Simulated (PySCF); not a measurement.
C2H4N, SMILES CN=[CH], multiplicity 2. Atoms are numbered in the order given.

```xyz
7

C     -0.0626    -1.3134     0.0000
N      0.4565    -0.2178     0.0000
C     -0.1441     1.1103     0.0000
H     -1.1188    -1.6270     0.0000
H      0.2006     1.6518    -0.8810
H      0.2006     1.6518     0.8810
H     -1.2381     1.0667     0.0000
```
Charge 0, spin multiplicity 2.

The structure is a stationary point at B3LYP-D3(BJ)/def2-TZVP. The isomer is the one that the SMILES or the coordinates give; other isomers of the formula were not compared.

The numbers are results of B3LYP/pcH-1 run with PySCF, not measurements.

Unrestricted Kohn–Sham, ⟨S²⟩ = 0.754. Hyperfine tensors hold the contact and dipolar terms, without spin-orbit corrections.

Computed hyperfine couplings:
| nucleus | A(iso) (MHz) | A(iso) (G) | dipolar principal values (MHz) |
|---|---|---|---|
| 13C no. 1 | 524.7 | 187.2 | -52.2, -42.2, 94.4 |
| 14N no. 2 | 107.9 | 38.5 | -11.8, -6.0, 17.8 |
| 13C no. 3 | 122.0 | 43.5 | -9.6, -9.0, 18.7 |
| 1H no. 4 | 231.3 | 82.5 | -18.3, -5.5, 23.8 |
| 1H no. 5 | -11.8 | -4.2 | -5.4, -3.5, 8.9 |
| 1H no. 6 | -11.8 | -4.2 | -5.4, -3.5, 8.9 |
| 1H no. 7 | 11.5 | 4.1 | -6.5, -0.7, 7.2 |

**Question.** And the g tensor (effective nuclear charges for spin-orbit coupling, GIAO)? (The exact figures need the calculation; the answer reports its results.)

**Answer.** principal values 1.9991, 2.0022, 2.0030; isotropic 2.0015.
